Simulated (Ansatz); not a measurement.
Stepwise reaction of `[CH3][Sn]([OH])([OH])[Cl]` with hydrogen chloride, as a gas-phase model of exchange steps in deposition or etching. ΔE in kJ/mol; ΔG adds harmonic PBE0-D4 terms to CCSD(T)/CBS, at 1 bar.

Program: Ansatz. Geometries: PBE0-D4/def2-TZVP. ΔE: electronic, gas phase. CCSD(T)/CBS adds triple-zeta CCSD(T) − MP2 to the extrapolated MP2 energy (def2 sets, frozen cores). This one scheme is used for every species. Functionals use def2-TZVPP. B3LYP here is the variant with VWN-RPA as its local correlation; programs differ in this. def2 core potentials past Kr. For Sn outer-core shells are correlated without core-valence functions, which leaves a few kJ/mol of doubt a bond. Each species was taken in one conformer, which may not be the lowest.

```csv
step,reaction,PBE-D4,B3LYP-D4,ωB97M-V,CCSD(T)/CBS,ΔG(600 K)
1,`[CH3][Sn]([OH])([OH])[Cl]` + HCl → `[CH3][Sn]([OH])([Cl])[Cl]` + H₂O,-65.2,-66.5,-65.7,-66.2,-59.4
2,`[CH3][Sn]([OH])([Cl])[Cl]` + HCl → `[CH3][Sn]([Cl])([Cl])[Cl]` + H₂O,-60.1,-61.4,-60.8,-61.8,-46.1
```

(1) By hand: ΔE of the 2 steps together at CCSD(T)/CBS.

Results:

(1) (-66.2) + (-61.8) = -128.0 kJ/mol, or -64.0 kJ/mol a step.

In ΔE the steps differ by no more than 4.4 kJ/mol. All are downhill at CCSD(T)/CBS. ΔG lies between -59.4 and -46.1 kJ/mol a step. PBE-D4 differs from CCSD(T)/CBS by 1.0 to 1.7 kJ/mol a step. Only this route is followed, and other bonds may react first. Isolated molecules leave out the surface, adducts and barriers. Largest T1 diagnostic: 0.013.
